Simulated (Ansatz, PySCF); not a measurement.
C4H6Ge, SMILES C#C[C](=C)[GeH3]. Atoms are numbered in the order given.

```xyz
11

C     -2.1907     1.8340     0.5071
C     -1.5851     0.8030     0.2872
C     -0.8017    -0.3587     0.0290
C     -1.3369    -1.5886    -0.1032
Ge     1.1425    -0.0779    -0.1293
H     -2.7395     2.7358     0.7014
H     -2.4157    -1.7546    -0.0167
H     -0.7115    -2.4633    -0.3012
H      1.4319     0.8982    -1.2860
H      1.6875     0.5200     1.1821
H      1.8004    -1.4446    -0.4068
```

Geometry optimised at B3LYP-D3(BJ)/def2-SVP. This is a generated structure with no PubChem entry under its InChIKey; it may be hypothetical.

Two levels are set side by side: PBE-D3(BJ)/def2-SVP (Ansatz, a first-principles code) and B3LYP-D3(BJ)/def2-SVP (Ansatz). Each level has its own optimised geometry; the coordinates shown are those of the second. Frequencies come from the Hessian of PySCF at each geometry. Differences are taken from unrounded values.

```csv
quantity,B3LYP-D3(BJ),PBE-D3(BJ),PBE-D3(BJ) minus B3LYP-D3(BJ)
mean bond length (Å),1.384,1.392,0.007
bond C1–C2 (Å),1.216,1.228,0.012
bond C2–C3 (Å),1.425,1.422,-0.003
bond C3–C4 (Å),1.348,1.358,0.010
bond C3–Ge5 (Å),1.971,1.975,0.004
bond C1–H6 (Å),1.073,1.081,0.007
bond C4–H7 (Å),1.095,1.103,0.008
bond C4–H8 (Å),1.093,1.101,0.008
bond Ge5–H9 (Å),1.541,1.550,0.009
bond Ge5–H10 (Å),1.541,1.550,0.009
bond Ge5–H11 (Å),1.542,1.551,0.009
highest harmonic wavenumber (cm⁻¹),3471,3407,-63
mean harmonic wavenumber (cm⁻¹),1212,1176,-36
zero-point energy (kcal/mol),46.79,45.40,-1.39
```

GGA bonds tend to be longer and softer than those of functionals with exact exchange. Differences between two approximate levels are no errors against the true value.
